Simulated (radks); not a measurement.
The promethium ion Pm31+, configuration [Ar] 3d10 4s2.

Calculated with a radial shooting solver on a logarithmic mesh with Libxc functionals: Dirac Kohn-Sham, PBE, spin-unpolarised, spherical densities, point nucleus.

Energy parts (eV):
part                      energy
total                 -258860.49
kinetic                280919.79
electron-nucleus      -596237.09
Hartree                 61593.01
exchange-correlation    -5136.21

Orbitals (lengths in bohr, moments of r in powers of bohr; <r^-3> diverges for s and p1/2; r(max) is where P^2 peaks; r(90%) holds 90 % of the orbital's charge):
orbital  occ.  eigenvalue (eV)  r(90%)   r(max)      <r^4>  <r^-3>
1s1/2       2        -46150.82  0.0418  0.01478  1.416e-06       -
2s1/2       2        -8452.758   0.153  0.08386  0.0002266       -
2p1/2       2        -8070.967   0.135  0.06362  0.0001411       -
2p3/2       4        -7508.214   0.144  0.06914  0.0001802    8447
3s1/2       2        -2673.135   0.375   0.2368   0.008402       -
3p1/2       2        -2510.885   0.367   0.2235   0.007615       -
3p3/2       4        -2393.407   0.383   0.2349   0.009055    1820
3d3/2       4        -2116.073   0.354   0.1867   0.006432   305.2
3d5/2       6        -2090.130   0.358   0.1899   0.006783   274.7
4s1/2       2        -1248.630   0.738   0.5125     0.1297       -

The highest occupied level is 4s1/2 at -1248.6 eV. The density falls to 0.001 e/bohr^3 at r = 1.17 bohr.
